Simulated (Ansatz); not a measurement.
Steps of a relaxation of B2F4, SMILES `FB(F)B(F)F` with RKS PBE-D4/def2-SVP.

```sh
$ ansatz run in.yaml --threads 4 --pin off --events-out ev --progress --plain --max-ram 10444MiB
```

```yaml
crystal:
  periodic: [false, false, false]
  atoms:
    - {symbol: F, position_ang: [0.772690, -0.727760, 1.613350]}
    - {symbol: B, position_ang: [0.286610, -0.709500, 0.390460]}
    - {symbol: F, position_ang: [0.292020, -1.901020, -0.167640]}
    - {symbol: B, position_ang: [-0.286590, 0.709540, -0.390440]}
    - {symbol: F, position_ang: [-0.775350, 0.727110, -1.612260]}
    - {symbol: F, position_ang: [-0.289380, 1.901640, 0.166510]}
basis:
  gaussian: {orbitals: def2-SVP}
hamiltonian: {xc: pbe, dispersion: d4}
relax: {f_tol: 0.03, max_steps: 200}
```

Positions (Å) and forces (eV/Å) along the path, 4 of 4 steps:

```xyz
6
step=1 energy=-12204.3886 eV
F     0.773   -0.728    1.613    0.204    0.567    0.798
B     0.287   -0.710    0.390    0.085   -0.170    0.099
F     0.292   -1.901   -0.168   -0.235   -0.519   -0.834
B    -0.287    0.710   -0.390   -0.085    0.170   -0.098
F    -0.775    0.727   -1.612   -0.206   -0.567   -0.797
F    -0.289    1.902    0.167    0.237    0.518    0.832
6
step=2 energy=-12204.4550 eV
F     0.772   -0.703    1.625    0.062    0.256    0.252
B     0.290   -0.712    0.391    0.040   -0.181    0.114
F     0.281   -1.901   -0.193   -0.095   -0.132   -0.331
B    -0.290    0.712   -0.391   -0.040    0.181   -0.114
F    -0.775    0.703   -1.624   -0.063   -0.256   -0.252
F    -0.279    1.902    0.192    0.095    0.132    0.330
6
step=3 energy=-12204.4698 eV
F     0.770   -0.677    1.630    0.018   -0.025    0.035
B     0.289   -0.713    0.392   -0.004    0.013   -0.008
F     0.271   -1.894   -0.216    0.009   -0.045    0.004
B    -0.289    0.713   -0.392    0.004   -0.013    0.007
F    -0.772    0.676   -1.629   -0.018    0.025   -0.035
F    -0.269    1.894    0.215   -0.010    0.045   -0.003
6
step=4 energy=-12204.4701 eV
F     0.771   -0.680    1.631   -0.004   -0.001   -0.011
B     0.289   -0.715    0.393    0.009   -0.021    0.012
F     0.273   -1.897   -0.214    0.000    0.011    0.006
B    -0.289    0.715   -0.393   -0.009    0.021   -0.012
F    -0.773    0.680   -1.630    0.004    0.001    0.011
F    -0.270    1.897    0.213    0.000   -0.011   -0.006
```

Run time 2.5 s (4 threads of an Arm Neoverse V1 on a shared host); peak host memory 0.12 GiB.
